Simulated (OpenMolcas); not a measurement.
Computed levels of 5s² 5p in ions with 49 electrons, in cm-1 above ²P°_1/2.

* Program: OpenMolcas 26.06
* Method: MS-CASPT2, IPEA 0.25 Eh, imaginary shift 0.1 Eh
* Basis: ANO-RCC-VTZP
* Scalar Hamiltonian: DKH2, point nucleus
* Spin-orbit coupling: state interaction with AMFI integrals over the reference wave functions, term energies averaged over their components

Active space for each ion: 3 electrons in 4 orbitals (5s 5p); closed shells correlated by CASPT2: 4d.

| Level | Sb2+ | Te3+ | Xe5+ |
| --- | --- | --- | --- |
| ²P°_3/2 | 5890 | 8320 | 13910 |

Problem. Estimate ²P°_3/2 for I4+ from its neighbours Te3+ and Xe5+.

Solution. ²P°_3/2 is fine structure, which grows about as the fourth power of a screened charge, so the fourth roots are averaged: ((8320^0.25 + 13910^0.25) / 2)^4 = 10847. The calculation gives 11170, so the estimate is off by -2.9 %.

Over all roots computed the reference weight is 0.86 to 0.94 in Sb2+, 0.86 to 0.95 in Te3+, 0.86 to 0.95 in I4+, 0.86 to 0.95 in Xe5+; the roots of lowest weight are the least certain, and an intruder state may touch them. Only configurations of the active space appear.

° marks odd parity.
